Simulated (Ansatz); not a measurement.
The cluster Pd3H4⁻. Total charge -1; doublet. Geometry PBE-D4/def2-TZVPD, basis def2-TZVPD, Ansatz.

```tsv
atom	x (Å)	y (Å)	z (Å)
Pd1	1.1399	-0.5323	0.7109
Pd2	0.6532	1.7873	-0.2636
Pd3	-1.0240	-0.3133	-0.8706
H4	-1.6465	-1.7726	-0.8587
H5	-0.6163	1.4975	-1.2538
H6	2.0955	0.0159	1.8666
H7	-0.6019	-0.6825	0.6692
```

| run | HOMO (eV) | LUMO (eV) |
| --- | --- | --- |
| A | -0.23 | 0.35 |
| B | -1.14 | 1.44 |
| C | -1.30 | 1.61 |
| D | -3.12 | 3.35 |
| E | -0.37 | 0.58 |

In the def2 sets Pd takes a core potential; there is no spin–orbit coupling. Another isomer (doublet) lies 0.06 eV lower at PBE-D4/def2-TZVPD; other spin states weren't run for this one.

HOMO and LUMO are taken over both spins.

Question: The runs used PBE, PBE0, r2SCAN, r2SCAN0, ωB97X-V. Estimate which is which.

Answer: A PBE (0 % exact exchange); B PBE0 (25 % exact exchange); C r2SCAN0 (25 % exact exchange); D ωB97X-V (range-separated); E r2SCAN (0 % exact exchange). Exact exchange lowers occupied and raises empty levels; among semilocal functionals meta-GGAs tend to open the gap a little, and such runs are hard to tell apart. The gap grows from 0.58 eV (PBE) to 6.47 eV (ωB97X-V).
